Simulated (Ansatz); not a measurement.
Process, species as SMILES: [F][Sc][F] as doublet, charge 0 -> [F][Sc][F] as singlet, charge +1 + e-
Geometries: B3LYP-D3(BJ)/def2-TZVP minima from Ansatz (a program for electronic structure). Frequencies are from Ansatz. [F][Sc][F] as doublet, charge 0: The spin state was set by rule; other spins were not relaxed. [F][Sc][F] as singlet, charge +1: The spin state was set by rule; other spins were not relaxed. A spin state is the lowest found, not a proven ground state.

Property: adiabatic ionisation energy (0 K, with B3LYP-D3(BJ) harmonic zero-point energies), in eV. Correlated levels leave the core frozen unless marked. UHF or UKS for open shells. Spin-orbit coupling is left out. The frozen core is the preceding noble-gas configuration, with the filled d and f shells of earlier blocks. Non-relativistic. CBS(X,Y): correlation extrapolated as X^-3; Hartree-Fock from the larger set. The bracket is a focal-point correction in the basis named.

| level | program | adiabatic ionisation energy (eV) |
|---|---|---|
| r2SCAN/def2-TZVPD | Ansatz | 6.90 |
| PBE0-D4/def2-TZVPD | Ansatz + dftd4 | 7.01 |
| PBE0/def2-TZVP | Ansatz | 7.00 |
| r2SCANh/def2-TZVPD | Ansatz | 6.95 |
| HSE06/def2-TZVPD | Ansatz | 7.00 |
| LC-wPBE-D3(BJ)/def2-TZVPD | Ansatz + dftd3 | 7.01 |
| B2PLYP-D3(BJ)/def2-TZVPD | Ansatz + dftd3 | 6.95 |
| SCS-MP2/def2-TZVPP | Ansatz | 6.76 |
| CCSD/6-31G* | Ansatz | ___ |
| RI-MP2/CBS(def2-TZVPPD,def2-QZVPPD)+[CCSD(T)-MP2]/def2-TZVPPD | Ansatz | ___ |

Fill in the missing entries.


- CCSD/6-31G*, adiabatic ionisation energy (eV): 6.54
- RI-MP2/CBS(def2-TZVPPD,def2-QZVPPD)+[CCSD(T)-MP2]/def2-TZVPPD, adiabatic ionisation energy (eV): 6.87
